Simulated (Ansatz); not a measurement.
Ansatz (a first-principles code) input:

Ansatz 0.2 input:
```yaml
crystal:
  periodic: [false, false, false]
  atoms:
    - {symbol: Hf, position_ang: [0.89019416, -0.20743228, 0.62622201]}
    - {symbol: I, position_ang: [-1.28927952, 0.30042681, -0.90696531]}
    - {symbol: H, position_ang: [2.42066777, 0.40717204, -0.19535037]}
    - {symbol: H, position_ang: [0.74095830, 0.62343262, 2.26404414]}
    - {symbol: H, position_ang: [1.07620907, -2.01810137, 0.91248245]}
basis:
  gaussian:
    orbitals: def2-TZVP
hamiltonian:
  xc: {name: HF}
relax: {f_tol: 0.003, max_steps: 100}
```

Problem. Which total energy does the run end on?

Solution. -345.91287 Eh (HF/def2-TZVP). The basis has 108 functions.
